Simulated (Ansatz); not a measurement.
`[SiH3]/C=[CH]/[GeH3]` → `C=C[SiH3]` + `[GeH2]` at 298.15 K and 1 bar (germylene formation by 1,1-elimination).

Program: Ansatz. Geometries: PBE0-D4/def2-TZVP. ΔE: electronic, gas phase. CCSD(T)/CBS is the MP2 limit (def2-TZVPP, def2-QZVPP) plus CCSD(T) − MP2 in def2-TZVPP, frozen cores. For Ge outer-core shells are correlated without core-valence functions, which leaves a few kJ/mol of doubt a bond. Scalar relativity is left out up to krypton.

```csv
species,CCSD(T)/CBS energy (Eh),H − E (kJ/mol),S (J/(mol·K))
`[SiH3]/C=[CH]/[GeH3]`,-2446.06862,232.9,356.3
`C=C[SiH3]`,-368.76077,190.7,286.4
`[GeH2]`,-2077.24753,38.7,220.4
```

H − E and S are ideal-gas, rigid-rotor, harmonic terms from PBE0-D4/def2-TZVP. 1 Eh = 2625.50 kJ/mol, R = 8.31446 J/(mol·K).

Problem. By hand: ΔE, ΔH, ΔS and ΔG.

Solution. ΔE = (-368.76077) + (-2077.24753) − (-2446.06862) = 0.06032 Eh = 158.4 kJ/mol. Δ(H − E) = 190.7 + 38.7 − 232.9 = -3.5, so ΔH = 154.9 kJ/mol. ΔS = 286.4 + 220.4 − 356.3 = 150.5 J/(mol·K). ΔG = 154.9 − 298.15 × (150.5)/1000 = 110.0 kJ/mol.

Problem. By hand: the equilibrium constant, and the temperature at which ΔG would vanish if ΔH and ΔS stayed fixed.

Solution. log₁₀ K = −ΔG/(RT ln 10) = -19.3. ΔG = 0 at ΔH/ΔS = 1029 K.

The number of gas molecules changes by +1, which sets the sign of ΔS. A doubt of 5 kJ/mol in ΔE shifts log₁₀ K by 0.9 here. These are equilibria of isolated gas molecules and say nothing of rates. Largest T1 diagnostic: 0.012 (customary marks: 0.02 for closed shells, 0.045 for open ones).
